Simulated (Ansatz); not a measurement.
Geometry optimisation, Ansatz, RKS PBE-D4/STO-3G.

Input file:

```yaml
crystal:
  periodic: [false, false, false]
  atoms:
    - { symbol: C, position_ang: [-1.19194, -0.34193, 2.45594] }
    - { symbol: Si, position_ang: [0.04182, -0.49402, 1.28763] }
    - { symbol: O, position_ang: [1.01685, -0.3438, 0.05167] }
    - { symbol: Si, position_ang: [1.91652, -0.02343, -1.38304] }
    - { symbol: Si, position_ang: [0.28697, 0.84112, -2.53851] }
    - { symbol: H, position_ang: [-1.12383, -1.07619, 3.2628] }
    - { symbol: H, position_ang: [3.02802, 0.05439, -2.29525] }
basis:
  gaussian: { orbitals: STO-3G }
hamiltonian:
  xc: pbe
  dispersion: d4
relax:
  f_tol: 0.02
  max_steps: 50
```

Run as:

```bash
$ ansatz run input.yaml --threads 1 --pin off --max-ram 2048MiB --backend cpu --events-out ev --progress --plain --runs-dir out
```

Where does it end, and by what steps?

The run converged. Limits of this set-up: minimal basis. After 35 steps the energy has fallen by 4.972 eV; Si5 moved furthest, 1.83 Å. Joined: Si2–Si4, Si2–Si5.

```
step  energy less start (eV)  largest force component (eV/Å)  accepted
   0                  0.0000                           4.551       yes
   2                 -1.9896                           1.208       yes
   4                 -2.7603                           0.751       yes
   6                 -3.1054                           0.494       yes
   8                 -3.1682                           0.201       yes
  10                 -3.1838                           0.170       yes
  12                 -3.2196                           0.278       yes
  14                 -3.4106                           0.807       yes
  16                 -3.9341                           0.604       yes
  18                 -4.2739                           1.060       yes
  20                 -4.4258                           1.026       yes
  22                 -4.5577                           0.451       yes
  24                 -4.5973                           0.347       yes
  26                 -4.7039                           1.173       yes
  28                 -4.9077                           0.625       yes
  30                 -4.9619                           0.505       yes
  32                 -4.9711                           0.056       yes
  34                 -4.9717                           0.021       yes
  35                 -4.9718                           0.020       yes
```

```xyz
7
Properties=species:S:1:pos:R:3
C -0.337 -0.847 1.647
Si 0.046 0.637 0.820
O 1.896 0.518 0.429
Si 1.584 -0.120 -1.110
Si -0.696 0.011 -1.236
H -1.395 -1.031 1.986
H 2.876 -0.552 -1.695
```

Whether the end is a true minimum wasn't checked by a vibrational analysis.

Time of the run: 2.9 min on 1 CPU thread of a shared host.
